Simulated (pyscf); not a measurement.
Structures and frequencies: ωB97X-D3(BJ)/def2-SVP in PySCF. Correlated levels are frozen-core, on RHF or UHF. ΔMP2 is the change of the MP2 total energy from the triple- to the quadruple-zeta basis.

PBE/def2-TZVP puts the barrier of `[CH3][InH]` [doublet] → `[CH2][InH2]` [doublet] (hydrogen shift; doublet surface; C–H broken, H–In formed) at 2.67 eV and the reaction energy at +1.46 eV, from the reactant's lowest minimum found. What do r²SCAN/def2-TZVP, ωB97M-D3(BJ)/def2-TZVP, CCSD(T)/def2-TZVPP + ΔMP2(QZVPP) give on the same structures?

r²SCAN: ΔE‡ = 2.72 eV, ΔE = +1.32 eV; ωB97M-D3(BJ): ΔE‡ = 2.95 eV, ΔE = +1.36 eV; CCSD(T): ΔE‡ = 2.82 eV, ΔE = +1.33 eV. PBE's barrier lies under all of them, by 0.05 to 0.28 eV. Its reaction energy lies over all of them, by 0.10 to 0.15 eV. This is the saddle that the search found; another between the same sides may lie lower. The CCSD(T) − MP2 part came from Ansatz, without density fitting, on the same reference. A UHF reference is spin-contaminated (<S²> up to 0.94), which harms MP2 most. The frozen core leaves the outer d or s,p core shells of the metals and heavy elements correlated in the MP2 and CC values, and def2-TZVPP describes them poorly, which can shift differences by a few kcal/mol. Elements past Kr carry the def2 core potentials, without spin-orbit coupling.
